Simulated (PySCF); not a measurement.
**BiF and its ions**

PBE0; basis Bi aug-cc-pVDZ-PP with ECP60, F aug-cc-pVDZ; scalar-relativistic core potentials; PySCF 2.14. Neutral (UKS): triplet (π ↑↑), Re = 2.054 Å, ωe = 547 cm⁻¹, De = 3.76 eV, HOMO -6.29 eV, LUMO -2.89 eV.

BiF⁻ (UKS): doublet (π ↑), Re = 2.141 Å, ωe = 444 cm⁻¹, De = 1.57 eV to Bi + F⁻. The energies at the minima are -314.39830 hartree for BiF and -314.43913 for BiF⁻.

**Question.** Work out the adiabatic electron affinity, without and with harmonic zero-point energies (1 hartree = 27.2114 eV, 1 eV = 8065.5 cm⁻¹), and the change of the bond length.

**Answer.** At PBE0: 0.04083 hartree = 1.111 eV between the minima; the zero-point term (547.0 − 444.0)/2 cm⁻¹ = +0.006 eV makes it 1.117 eV. Re changes by +8.7 pm against the neutral. The electron enters a π orbital; in so polar a molecule the change of length follows mostly from the change of the ionic charges.

These are scalar-relativistic numbers at best; spin–orbit coupling would shift them, the dissociation energy most. For an ion De counts to the pair picked by the measured ionisation energies or electron affinities, which need not be the lowest pair at this level. The highest Kohn–Sham level is positive in this anion. Much of that is self-interaction error, but it also means that the finite basis helps to hold the extra electron. States were picked by a PBE0 search and need not be the measured ground states.
